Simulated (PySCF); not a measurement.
# Exercise with solution: refractive index and permittivity of the vapour

C2H6BrSb, SMILES [Sb]([CH3])([Br])[CH3].

Geometry optimised at PBE0-D3(BJ)/def2-SVP. The structure was generated by enumeration; whether it is a known compound was not checked. The def2 effective core potentials stand for the cores of Sb; spin–orbit coupling is left out.

PySCF with PBE/def2-TZVP gives a mean static polarisability of 90.0 bohr³ and a dipole moment of 2.84 D. Take an ideal gas at 298.15 K and 1 bar, whether or not the substance is that volatile.

### Question
Work out n − 1 in the optical limit and the static ε − 1.

### Answer

Polarisability volume α' = 90.0 × 0.148185 = 13.34 Å³. Number density N = p/kT = 2.43e-5 Å⁻³.
Dilute limit of Lorentz–Lorenz: n − 1 = 2π N α' = 0.0020.
Orientation term of Debye: μ²/(3kT) = 8.098 Å³ × μ²(D²) = 65.31 Å³.
ε − 1 = 4π N (α' + μ²/3kT) = 0.024. Orientation of the dipole supplies 83 % of the static response; it can't follow optical fields. Vibrational polarisation and dispersion are left out.
